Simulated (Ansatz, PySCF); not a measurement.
C2H6S, charge -1, doublet, at the geometry of the source list (a state made from the parent by changing its charge; the spin is typed, not shown lowest) (a gas-phase anion, which may not be bound at this level), with bond 7-3 at 2.4 times its length. Base run: CASSCF(3,3)/STO-3G (PySCF).

Here is a job for PySCF.
```python
from pyscf import gto, scf, mcscf
import numpy

mol = gto.Mole()
mol.atom = '''
    C     1.29300000    0.41710000    0.22150000
    S     0.02680000    0.52700000   -1.07460000
    C    -1.29150000   -0.40520000   -0.24540000
    H     1.53740000   -0.62620000    0.40090000
    H     2.16600000    0.94740000   -0.14280000
    H     0.92390000    0.88610000    1.12960000
    H    -0.47550000   -2.83544000    0.23220000
    H    -2.13930000   -0.42450000   -0.92220000
    H    -1.56480000    0.09620000    0.67950000
'''
mol.basis = 'sto-3g'
mol.charge = -1
mol.spin = 1
mol.verbose = 4
mol.build()

mf = scf.ROHF(mol)
mf.kernel()
mc = mcscf.CASSCF(mf, 3, 3)
mc.fix_spin_(ss=0.75)
mc.kernel()
occ = numpy.linalg.eigvalsh(mc.fcisolver.make_rdm1(mc.ci, mc.ncas, mc.nelecas))[::-1]
ss = mc.fcisolver.spin_square(mc.ci, mc.ncas, mc.nelecas)[0]
print('natural occupations', occ.round(4), ' <S^2>', round(ss, 4))
```

Programs used: Ansatz (an electronic-structure program), PySCF; a row that names a program was run with it.

Variants of this job, named by their change:

| change | ΔE vs base (mEh) | natural occupations | <S^2> of the state | outcome |
|---|---|---|---|---|
| base | 0.000 | 1.97 1.00 0.03 | 0.75 | converged |
| correction = SC-NEVPT2 | -101.5 | 1.97 1.00 0.03 | 0.75 | converged |
| conv_tol = 1e-5 | 0.000 | 1.97 1.00 0.03 | 0.75 | converged |
| state_average = 2 states | 22.154 | - | - | converged |
| solver = newton | 0.000 | 1.97 1.00 0.03 | 0.75 | converged |
| code = ansatz; correction = SC-NEVPT2, all electrons | -101.5 | - | - | converged |
| active space = 5 electrons, 5 orbitals | -16.022 | 1.98 1.97 1.00 0.03 0.02 | 0.75 | converged |
| active space = 7 electrons, 8 orbitals | - | - | - | not converged |
| fix_spin_ = off | 0.000 | 1.97 1.00 0.03 | 0.75 | converged |
| orbitals = fixed (CASCI); correction = SC-NEVPT2 | -95.406 | 2.00 1.00 0.00 | 0.75 | converged |
| active space = 5 electrons, 6 orbitals | -16.661 | 1.98 1.97 1.00 0.03 0.02 0.00 | 0.75 | converged |

Active orbitals are taken around the Fermi level unless the row says otherwise; CASSCF can end in different local minima, and two programs can end on different orbitals. State-averaged rows give the lowest state.

Open shells are given as the SCF converged; they aren't shown to be the lowest states, and a large step between rows can be another state.

A gas-phase anion may not be bound at this level; its values then depend on the basis.
